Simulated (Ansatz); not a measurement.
`B[SiH2]C(=N)O` + `COCF` → `B[SiH2]F` + `COCC(=N)O`  (formal exchange of groups at the Si–C bond)

Computed with Ansatz on PBE0-D4/def2-TZVP structures; ΔE is electronic, products minus reactants. CCSD(T)/CBS is the MP2 limit (def2-TZVPP, def2-QZVPP) plus CCSD(T) − MP2 in def2-TZVPP, frozen cores. DFT in def2-TZVPP. B3LYP here is the variant with VWN-RPA as its local correlation; programs differ in this. Each species was taken in one conformer, which may not be the lowest.

`B[SiH2]C(=N)O`:

Z-matrix (Å, degrees):
```
Si
C 1 1.902
B 1 2.007 2 112.5
H 1 1.494 2 108.1 3 116.8
H 1 1.483 2 107.6 3 -125.4
O 2 1.357 1 112.9 3 -69.7
N 2 1.264 1 120.1 3 108.2
H 3 1.196 1 119.8 2 -165.8
H 3 1.195 1 122.4 2 16.3
H 6 0.967 2 109.7 1 177.1
H 7 1.024 2 113.3 1 -177.7
```

`COCF`:

```xyz
9

C     0.748    0.490    0.760
O    -0.479    0.659    0.079
C    -0.780   -0.355   -0.779
F    -1.093   -1.517   -0.097
H     1.570    0.338    0.049
H     0.927    1.404    1.325
H     0.707   -0.359    1.447
H     0.064   -0.604   -1.438
H    -1.663   -0.056   -1.347
```

`B[SiH2]F`:

```xyz
7

B     0.411   -1.103   -0.254
Si   -0.273    0.729    0.166
F    -1.636    1.099   -0.601
H    -0.129   -1.865   -0.997
H     1.425   -1.460    0.273
H     0.742    1.752   -0.215
H    -0.540    0.849    1.627
```

`COCC(=N)O`:

Cartesian coordinates in Å:
```
C -0.863 -0.258 -1.606
O 0.241 0.509 -1.186
C 0.141 0.931 0.139
C 0.584 -0.126 1.121
N 1.195 -1.198 0.873
O 0.261 0.219 2.378
H -0.678 -0.550 -2.639
H -1.788 0.330 -1.562
H -0.990 -1.161 -0.997
H -0.879 1.247 0.394
H 0.791 1.803 0.263
H 1.371 -1.270 -0.127
H 0.614 -0.476 2.951
```

```
        species  B3LYP energy (Eh)
`B[SiH2]C(=N)O`         -486.09781
         `COCF`         -254.38648
     `B[SiH2]F`         -416.69868
    `COCC(=N)O`         -323.85318
```

Problem. Work out ΔE.

Solution. ΔE = (-416.69868) + (-323.85318) − (-486.09781) − (-254.38648) = -0.06757 Eh = -177.4 kJ/mol. CCSD(T)/CBS gives -188.3 kJ/mol.

Largest T1 diagnostic among the species: 0.014.

From PBE to PBE0 (25 % exact exchange), in def2-TZVPP and without D4, ΔE moves by −11.0 kJ/mol.
